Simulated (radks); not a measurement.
Species: Ti3+. Configuration: [Ar] 3d1 (the NIST ground configuration).

All-electron calculation, scalar-relativistic Kohn-Sham, BLYP, spin-polarised, spherical densities, finite nucleus; open shells are filled with parallel spins first; Fermi nuclear charge, rms radius 3.5921 fm. Program: a radial shooting solver on a logarithmic mesh with Libxc functionals.

Energy parts (hartree):
total: -852.07848
kinetic: 859.34952
electron-nucleus: -2002.41573
Hartree: 332.35217
exchange-correlation: -41.36444

Orbitals (lengths in bohr, moments of r in powers of bohr):
\begin{tabular}{lrrrr}
orbital & occ. & eigenvalue (hartree) & <1/r> & <r^2> \\ \hline
1s down & 1 & -180.2319 & 21.80 & 0.006513 \\
1s up & 1 & -180.2316 & 21.80 & 0.006513 \\
2s up & 1 & -20.98728 & 4.544 & 0.1250 \\
2s down & 1 & -20.97432 & 4.546 & 0.1249 \\
2p up & 3 & -17.58615 & 4.449 & 0.1038 \\
2p down & 3 & -17.57609 & 4.451 & 0.1036 \\
3s up & 1 & -3.50339 & 1.418 & 1.133 \\
3s down & 1 & -3.46217 & 1.417 & 1.134 \\
3p up & 3 & -2.61925 & 1.296 & 1.307 \\
3p down & 3 & -2.57887 & 1.294 & 1.312 \\
3d up & 1 & -1.29116 & 1.013 & 1.978 \\
3d down & 0 & -1.25397 & 1.007 & 2.026 \\
\end{tabular}

The highest occupied level is 3d up at -35.134 eV. Spin moment in Bohr magnetons: 1. The spin density at the nucleus is -0.2433 e/bohr^3 (1s -0.0012, 2s -0.3266, 3s 0.0845). For comparison, the ionisation energy in NIST's Atomic Spectra Database is 43.267 eV (measured). In exact Kohn-Sham theory the highest level is minus the ionisation energy, but local and semilocal functionals leave it too shallow, through self-interaction and a potential that decays too fast; potentials with the right tail come closer.
